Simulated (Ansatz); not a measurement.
A run for Ansatz (a quantum-chemistry and plane-wave program): R-CCSD(T)/def2-SVP on ClHOSn (SMILES [OH][Sn][Cl]), a point of a torsion scan. Elements past Kr take the def2 small-core potentials; no spin–orbit coupling. The run froze 15 orbitals, filled d shells among them.

Ansatz 0.2 input:
```yaml
crystal:
  periodic: [false, false, false]
  atoms:
    - {symbol: O, position_ang: [-1.14352688, 0.07612620, 0.20080258]}
    - {symbol: Sn, position_ang: [0.55020290, 1.11520300, -0.12305885]}
    - {symbol: Cl, position_ang: [1.93047146, -0.59212085, -1.04708398]}
    - {symbol: H, position_ang: [-1.62953275, -0.66573346, -0.15077455]}
basis:
  gaussian:
    orbitals: def2-SVP
magnetization: {spin_polarized: false}
correlation: {method: ccsd_t, electrons: outside_noble_gas}
scf: {lower_state_search: off}
```

Program output:

```
WARN ansatz: RAYON_NUM_THREADS=1 ignored (pool sized by the plan → 1); use --threads N
Functional definition: HF
these checks for a lower state are left out or cut short: stability, starts, cluster_reference, orbital_swaps, neighbouring_geometries, increment
integrals: 0.04 GiB planned
681 factors; integrals over basis functions are off by at most 4.6e-4 eV
mean field: 0.15 GiB planned
mean field evaluation 1: about -20355.1284 eV, gradient 3.9e1 eV
mean field evaluation 2: about -20355.1956 eV, gradient 3.9e1 eV
mean field evaluation 4: about -20358.3905 eV, gradient 2.4e0 eV
mean field evaluation 8: about -20358.4296 eV, gradient 2.2e-1 eV
mean field -20358.43009506 eV, -748.1585065538 hartree, gradient 1.8e-6 eV, S^2 0.000000; 0 other end points of the search recorded, 0 dependent functions left out
15 core orbitals not correlated
reference -20358.43009506 eV, -748.1585065538 hartree; 9, 9 occupied and 39, 39 virtual orbitals, 681 factors
second order -10.50148105 eV of doubles, -0.00000000 eV of singles
coupled cluster: 0.10 GiB planned
cycle   1  -10.76851987 eV  change   -2.7e-1 eV  update   1.0e-1
cycle   2  -11.03748933 eV  change   -2.7e-1 eV  update   3.5e-2
cycle   3  -11.13938332 eV  change   -1.0e-1 eV  update   2.4e-2
cycle   4  -11.13724399 eV  change    2.1e-3 eV  update   7.1e-3
cycle   5  -11.13249855 eV  change    4.7e-3 eV  update   3.7e-3
cycle   6  -11.13339637 eV  change   -9.0e-4 eV  update   1.4e-3
cycle   7  -11.13318672 eV  change    2.1e-4 eV  update   5.0e-4
cycle   8  -11.13318165 eV  change    5.1e-6 eV  update   1.6e-4
cycle   9  -11.13325222 eV  change   -7.1e-5 eV  update   7.5e-5
cycle  10  -11.13324013 eV  change    1.2e-5 eV  update   2.7e-5
cycle  11  -11.13324144 eV  change   -1.3e-6 eV  update   1.1e-5
perturbative correction -0.27191916 eV, -0.0099928448 hartree
Total energy: -20369.83525566 eV, -748.5776384753 hartree
Checks for a lower state left out: stability, starts, cluster_reference, orbital_swaps, neighbouring_geometries, increment
```

Self-consistency was reached.

Cost: roughly 2.6 core-seconds.
